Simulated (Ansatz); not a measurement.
Task: Name a neutral molecule of C, O, Se and H with HOMO energy (B3LYP/def2-TZVPP) between -6.90 and -6.60 eV and HOMO energy (PBE0/def2-TZVPP) between -7.00 and -6.70 eV (Ansatz, PBE0-D4/def2-TZVP geometry).

Result: `OC(O)[SeH]` (-6.74 eV, -6.97 eV); `OC[SeH]` (-6.63 eV, -6.86 eV); `C[Se]C(C)=O` (-6.63 eV, -6.84 eV). Other molecules can fit too; these were computed, each in one conformer that needn't be the lowest.

B3LYP here is the variant with VWN-RPA as its local correlation; programs differ in this.
